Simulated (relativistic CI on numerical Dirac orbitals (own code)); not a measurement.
Hyperfine structure of Tl⁶¹⁺, mass number 205

Computed by Dirac-Coulomb-Breit CI, orbitals from a KLI potential per configuration, model QED (radiative potential, 1s self-energy scaled to tabulated hydrogen-like ionisation energies), unscaled Slater integrals (own radial code, finite nucleus).

Configurations in the expansion (outside the closed core [Ne]): 3s²3p⁶3d², 3s²3p⁵3d³, 3s3p⁶3d³, 3s²3p⁶3d4s, 3s²3p⁶3d4p, 3s²3p⁶3d4d, 3s²3p⁵3d²4s, 3s²3p⁶3d4f, 3s²3p⁵3d²4p, 3s²3p⁵3d²4d, 3p⁶3d⁴, 3p⁵3d⁵, 3p⁵3d⁴4s, 3p⁶3d³4s, 3p⁵3d³4s². Double excitations out of closed p, d and f shells are left out; levels of such configurations are missing from the list, as are those of other unlisted configurations, and high levels can miss mixing partners. These lack a partner that the ground configuration has and come out too high: 3s²3p⁵3d²4p, 3s²3p⁵3d²4d.

Nuclear spin I = 1/2, μ = 1.632 μN (tables of Stone and Pyykkö). The electronic factors are computed for point nuclear moments, without core polarisation or the Bohr-Weisskopf and QED corrections.

```csv
Level,E (cm⁻¹),A (GHz)
3s²3p⁶3d² ³F2,0,497.8
3s²3p⁶3d² ³F3,901776,280.3
3s²3p⁶3d² ¹G4,1029512,302.2
3s²3p⁶3d² ³P1,1046118,-33.29
3s²3p⁶3d² ³F4,1877937,194.9
```

Levels with J = 0, under 50 % of one LS term, or S terms without an open s electron are left out. Small factors come from cancelling terms and can be off by tens of per cent or more.

At this charge energies of transitions that change n are usually good to better than 1 %, and those within a shell (Δn = 0) to a few per cent.

(1) Give the hyperfine levels of 3s²3p⁶3d² ³F2 relative to its centre of gravity.

Results:

(1) With K = F(F + 1) − I(I + 1) − J(J + 1), E = AK/2: F = 3/2: -746.7, F = 5/2: 497.8 GHz.

LS names give the leading component of a level, which can be under half, so a name can repeat, a term be missing and a line seem to break the LS rules.
